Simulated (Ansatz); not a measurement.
Geometry optimisation, UKS PBE-D4/def2-SVP in Ansatz 0.2.0.

Input file:

```yaml
crystal:
  periodic: [false, false, false]
  atoms:
    - { symbol: F, position_ang: [0.81703, 0.83205, -1.84036] }
    - { symbol: Si, position_ang: [0.1786, -0.2833, -0.863] }
    - { symbol: S, position_ang: [-1.5482, 0.5403, 0.1462] }
    - { symbol: Cl, position_ang: [-0.42581, -1.78161, -2.14716] }
    - { symbol: H, position_ang: [-0.8646, 0.7883, 1.286] }
magnetization:
  spin_polarized: true
  initial_magnetization: 1
basis:
  gaussian: { orbitals: def2-SVP }
hamiltonian:
  xc: pbe
  dispersion: d4
relax:
  f_tol: 0.015
  max_steps: 40
```

Launched with:

```bash
$ ansatz run input.yaml --threads 1 --pin off --max-ram 2048MiB --backend cpu --events-out ev --progress --plain --runs-dir out
```

Problem. Where does it end, and by what steps?

Solution. The forces met the threshold. After 8 steps the energy has fallen by 0.063 eV; H5 moved furthest, 0.41 Å.

```
step  energy less start (eV)  largest force component (eV/Å)  accepted
   0                  0.0000                           0.639       yes
   1                 -0.0260                           0.305       yes
   2                 -0.0368                           0.262       yes
   3                 -0.0424                           0.506       yes
   4                 -0.0547                           0.307       yes
   5                 -0.0614                           0.064       yes
   6                 -0.0631                           0.043       yes
   7                 -0.0634                           0.018       yes
   8                 -0.0634                           0.004       yes
```

```xyz
5
Properties=species:S:1:pos:R:3
F 0.854 0.889 -1.639
Si 0.193 -0.389 -0.848
S -1.539 0.221 0.290
Cl -0.531 -1.733 -2.260
H -0.821 1.108 1.039
```

Time of the run: 31 s on 1 thread of Arm Neoverse V1 (shared host), peak memory 0.17 GiB.
